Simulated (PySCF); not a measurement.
Cartesian coordinates in Å; atom numbers follow the order of the lines, from 1:
```xyz
21

B     2.2160    0.6342    1.2112
C     1.2401    0.8108    0.0145
C     0.2423    1.9986    0.0160
F     0.5332    2.9167   -0.9700
C    -1.0459    1.2417   -0.2815
C    -0.6047    0.3262   -1.4444
C     0.2628   -0.3196   -0.3434
C    -0.8922    0.0047    0.6459
C    -2.0626   -0.9527    0.7215
H     2.7000    1.6050    1.7502
H     2.5660   -0.4672    1.5748
H     1.9644    1.0035   -0.8113
H     0.2061    2.5526    0.9691
H    -1.9680    1.8395   -0.3103
H    -1.4119   -0.3215   -1.8084
H    -0.0943    0.7996   -2.2964
H     0.6804   -1.3324   -0.4348
H    -0.5563    0.2370    1.6752
H    -2.4568   -1.2256   -0.2681
H    -2.8902   -0.5087    1.2964
H    -1.7670   -1.8834    1.2301
```

- NMR shieldings at PBE0/pcSseg-1/GIAO
- structure optimised with PBE0-D3(BJ)/def2-SVP
- program: PySCF 2.14
- no solvent model, fast rotation and ring inversion assumed for equivalent nuclei, single conformer, non-relativistic Hamiltonian

References, each an isolated molecule treated in the same way: ¹³C (184.41 ppm) and ¹H (31.27 ppm) against TMS; BF3·OEt2 for ¹¹B (100.73 ppm); ¹⁹F (177.25 ppm) against CFCl3.

```
      atoms  nucleus  count  δ (ppm)
        H13       ¹H      1     5.21
         C5      ¹³C      1        ?
         C8      ¹³C      1     50.1
         B1      ¹¹B      1     90.6
         C6      ¹³C      1     35.1
    H10/H11       ¹H      2     7.89
        H12       ¹H      1        ?
        H16       ¹H      1     1.75
H19/H20/H21       ¹H      3        ?
         C7      ¹³C      1     47.9
        H15       ¹H      1     2.20
        H17       ¹H      1     2.35
        H18       ¹H      1     0.72
         C3      ¹³C      1        ?
        H14       ¹H      1     2.16
         C9      ¹³C      1        ?
         F4      ¹⁹F      1        ?
         C2      ¹³C      1     62.0
```

Q: Estimate the values marked ?.

A: 
- C3: 98.1 ppm, sp3 CH bonded to F; the inductive effect lowers its shielding
- C5: 47.3 ppm, sp3 CH in a ring; saturated and bonded to C and H only
- C9: 15.0 ppm, methyl carbon; a saturated carbon with 1 carbon neighbour and no heteroatom attached
- H12: 1.30 ppm, hydrogen on an sp3 CH bonded to B
- H19/H20/H21: 1.21 ppm, hydrogen on a methyl carbon; far from electronegative atoms and π systems
- F4: -188.1 ppm, fluorine on an sp3 carbon

Hydrogens on boron are broadened and split by ¹¹B (spin 3/2, 80 %) and 10B (spin 3). A carbon bonded to boron is broadened by the quadrupolar boron nucleus and is often missing from a measured spectrum. Shifts are as computed. Against solution values, carbons near 30 ppm lie about +2 ppm off and those near 130 ppm about +5 ppm. Of 1309 compounds with measured shifts, 239 miss one by over three times the rms of a fit or turn the order of signals round; such compounds aren't used in these exercises. Unscaled 19F shifts against computed CFCl3 carry errors that often reach 10 to 50 ppm.
